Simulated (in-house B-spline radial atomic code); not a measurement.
The rubidium ion Rb²⁺: 1s1 2s2 2p6 3s1 3p6 3d10 4s2 4p6 5s1 (with a hole in an inner shell)

All numbers are computed (Dirac-Kohn-Sham PBE, spherical fractional occupations; Fermi nucleus of rms radius 4.2036 fm) with a B-spline radial code for spherical atoms, not measured.

Screening seen three ways: the hydrogenic charge with the same mean radius, Z_r = [3n² - l(l+1)]/(2<r>), the one with the same energy, Z_e = n√(-2ε), and Slater's rules. Values are occupation-weighted means over j. An effective charge above Z reflects the relativistic contraction of the inner shells.

| shell | electrons | ε (eV) | <r> (bohr) | Z_r | Z_e | Slater |
| --- | --- | --- | --- | --- | --- | --- |
| 1s | 1 | -15533 | 0.03995 | 37.55 | 33.79 | 37.00 |
| 2s | 2 | -2162.7 | 0.174 | 34.47 | 25.22 | 33.70 |
| 2p | 6 | -1955.7 | 0.1506 | 33.20 | 23.98 | 33.70 |
| 3s | 1 | -364.86 | 0.4925 | 27.41 | 15.54 | 27.10 |
| 3p | 6 | -292.62 | 0.4937 | 25.32 | 13.91 | 27.10 |
| 3d | 10 | -165.7 | 0.4862 | 21.60 | 10.47 | 17.85 |
| 4s | 2 | -63.051 | 1.303 | 18.41 | 8.61 | 11.10 |
| 4p | 6 | -44.364 | 1.453 | 15.83 | 7.22 | 11.10 |
| 5s | 1 | -16.08 | 3.323 | 11.28 | 5.44 | 4.20 |

The least bound orbital is 5s1/2 at -16.08 eV, and it is also the most diffuse (<r> = 3.323 bohr). The part-filled 1s shell lies below the filled 4p shell in orbital energy.

Spin-orbit splittings of the orbital energies (j = l + 1/2 above j = l - 1/2 when positive): 2p 66.45 eV, 3p 10.4 eV, 3d 1.912 eV, 4p 1.353 eV.

For the 1s electron the small component carries 1.83 % of the norm, the zero-frequency Breit interaction raises the level by 17.49 eV, self-energy by 13.97 eV, and vacuum polarisation lowers it by 1.479 eV.
